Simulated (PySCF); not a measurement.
# InC⁺: frontier orbitals

UHF at R = 2.884 Å; In aug-cc-pVDZ-PP with ECP28, C aug-cc-pVDZ; scalar-relativistic core potentials (PySCF 2.14). State: ³Π (triplet), unpaired electrons σ ↑, π ↑. Only the outer orbitals are listed, counted within each symmetry, core potentials removing the inner ones.

```csv
spin,orbital,occ.,ε (eV),on In (%),main shells (%)
α,5σ,1,-28.09,1,99 C s
α,6σ,1,-18.42,35,"63 C p, 34 In s"
α,3π,1,-17.30,1,99 C p
α,7σ,1,-15.75,68,"64 In s, 34 C p"
α,3π,0,-5.20,60,"59 In p, 40 C p"
α,4π,0,-4.60,101,101 In p
α,4π,0,-3.81,45,"55 C p, 42 In p"
β,5σ,1,-21.76,5,94 C s
β,6σ,1,-16.54,96,97 In s
β,3π,0,-4.96,81,"80 In p, 19 C p"
β,3π,0,-4.75,93,93 In p
β,7σ,0,-4.56,79,"78 In p, 20 C p"
```

Problem. Which are the highest filled and the lowest empty level, where do they sit, and how wide is the gap?

Solution. Highest filled α 7σ at -15.75 eV (in %: 64 In s, 34 C p); lowest empty α 3π at -5.20 eV (in %: 59 In p, 40 C p); the gap at UHF is 10.55 eV.

| Quantity | Value |
| --- | --- |
| bond order (Mayer) | 0.01 |
| ⟨S²⟩ | 2.019 |
| charge on In (Mulliken, basis-dependent) | 0.95 |
| charge on In (Löwdin, basis-dependent) | 0.93 |
| dipole moment (positive dipole points towards C; it is taken about the centre of mass and depends on that origin) | 0.72 D |
| polarisability along the bond | 56.0 bohr³ |
| polarisability across the bond | 38.4 bohr³ |

Shares are Mulliken populations and can fall outside 0 to 100 %.

Spin–orbit coupling is left out. The state was picked by a PBE0 search and need not be the measured ground state.
